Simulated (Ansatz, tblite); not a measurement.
Cost and result up the ladder for Li3Al3 (6 atoms). Charge 0, multiplicity 1. Geometry: PBE-D4/def2-SVP.

```
atom    x (Å)    y (Å)    z (Å)
 Li1   1.7616   0.5786   0.2273
 Li2  -0.2996  -0.5902   2.8031
 Li3  -0.7099   1.2482  -1.7794
 Al4   0.4969  -1.1134  -2.2700
 Al5  -0.2437  -1.2373   0.1331
 Al6  -1.0053   1.1141   0.8859
```

Ansatz on 4 threads of Arm Neoverse V1 on a shared host; xTB runs through tblite on one thread. Times are rough, summed over both states, and most runs start from the orbitals of an earlier one. No level here is sound enough to serve as a yardstick. The other state is a triplet.

The xTB rows come from tblite. The structure comes from a short search, and lower isomers may exist.

xTB has no spin-polarisation term.

```
                          level  functions  vertical triplet (eV)                                  remarks
                       GFN2-xTB         39                   0.45                                        –
                       GFN1-xTB         39                   0.68                                        –
PBE0-D4/def2-TZVP (with forces)        153                   0.35  restricted SCF unstable in HF (singlet)
            r2SCAN-D4/def2-TZVP        153                   0.30  restricted SCF unstable in HF (singlet)
               PBE-D4/def2-TZVP        153                   0.40  restricted SCF unstable in HF (singlet)
```

Task: Estimate how long each takes.

Result: GFN1-xTB 0.01 s; GFN2-xTB 0.021 s; PBE-D4/def2-TZVP 6.1 s; PBE0-D4/def2-TZVP (with forces) 15 s; r2SCAN-D4/def2-TZVP 21 s. On shared hardware such times vary by a factor of up to 3.
